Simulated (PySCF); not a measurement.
B(CCH)(H)(OH) (C2H3BO), SMILES C(BO)#C.

Geometry: B3LYP-D3(BJ)/def2-SVP. Other conformers were not sampled.

The numbers are results of PySCF with PBE0/def2-TZVPD, not measurements.

Gas-phase values at a fixed geometry.

### Question
Estimate the frontier levels, gap, dipole moment and polarisability. (Estimate from the structure and the level; the computed values follow.)

### Answer

The highest occupied level comes out as -8.11 eV and the lowest empty level comes out as -1.32 eV. The orbital gap is 6.79 eV. The dipole moment comes out as 0.89 D. The quadrupole, principal values (traceless, Buckingham form, about the centre of nuclear charge) comes out as -8.47, -4.87, 13.34 D·Å, the mean static polarisability is 42.9 bohr³ (6.35 Å³) and the polarisability, principal values is 30.1, 35.5, 63.0 bohr³.
